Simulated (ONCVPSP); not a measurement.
What one change does to a pseudopotential (dysprosium (Dy), ONCV)

```
Element                 : dysprosium
Generator               : ONCVPSP 4.0.1
Type                    : optimised norm-conserving Vanderbilt (ONCV)
Functional              : LDA (Perdew-Zunger)
Relativity              : scalar-relativistic
Frozen core             : [Kr] 4d10 4f9
Valence charge          : 11
Reference configuration : 5s2 5p6 5d1 (charge +2)
Partial waves           : 5s: rc 1.80 bohr, ncon 3, nbas 7, qcut 6.4 1/bohr, 3 projectors, debl 2.3 Ha; 5p: rc 1.40 bohr, ncon 4, nbas 7, qcut 5.6 1/bohr, 2 projectors, debl 0.3 Ha; 5d: rc 2.45 bohr, ncon 4, nbas 9, qcut 4.2 1/bohr, 3 projectors, debl 3.9 Ha
Local potential         : polynomial inside 1.35 bohr (lpopt 5, dvloc0 1 Ha)
Core correction         : none
```

In the s channel the program set the typed energies aside and used -2.468, 0.250, 2.550 Ha. In the p channel the program set the typed energies aside and used -1.571, 0.250 Ha.

Change: s: qcut 7.5; p: qcut 6.6; d: qcut 4.9.

Cutoffs: the cutoffs (Ha) at which the residual kinetic energy of the hardest occupied pseudo-wave falls to 1 and 0.1 mHa per electron; they do not see the model core or the augmentation charge, which bear on the density cutoff. Errors are all-electron minus pseudo energies relative to the spin-unpolarised reference configuration.

Q: How do hardness, ghosts and transferability respond?

A: The potential gets softer (53 Ha and 71 Ha → 22 Ha and 60 Ha); of the 3 tests that both files solve, the error grows in 1 and shrinks in 0 by more than 15 % and 0.3 meV (median size 18.0 → 22.0 meV); neither file shows a bound ghost.

| quantity | base | changed |
| --- | --- | --- |
| cutoff, loose | 53 Ha | 22 Ha |
| cutoff, tight | 71 Ha | 60 Ha |
| loose cutoff by channel | s 15 Ha, p 53 Ha, d 8.2 Ha | s 19 Ha, p 22 Ha, d 8.8 Ha |
| bound ghosts | none | none |
| GHOST(+) flags under 300 eV | s at 208.9 eV | s at 215.3 eV |
| tests counted as reliable (solved cleanly; for ONCVPSP, near-neutral configurations with less than one 5d electron left out) | 3 of 4 | 3 of 4 |
| error for 5s2 5p6 5d1 6s2, meV [ΔE -19.77 eV] | +42 | +43 |
| error for 5s2 5p6 5d1 6s1, meV [ΔE -12.71 eV] | +18 | +18 |
| error for 5s2 5p6 5d0, meV [ΔE 20.14 eV] | -15 | -22 |
| s: phases at 1.83 bohr within 0.05 rad from the reference energy up to (Ha; the scan ends near 5) | to the end of the scan | to the end of the scan |
| p: phases at 1.42 bohr within 0.05 rad from the reference energy up to (Ha; the scan ends near 5) | to the end of the scan | to the end of the scan |
| d: phases at 2.48 bohr within 0.05 rad from the reference energy up to (Ha; the scan ends near 5) | to the end of the scan | to the end of the scan |

Base: Tests not counted: 5s2 5p6 5d0 6s2 (all-electron energy unsafe for a near-neutral lanthanide with less than one 5d electron, printed error +45 meV). Changed file: Tests not counted: 5s2 5p6 5d0 6s2 (all-electron energy unsafe for a near-neutral lanthanide with less than one 5d electron, printed error +44 meV).
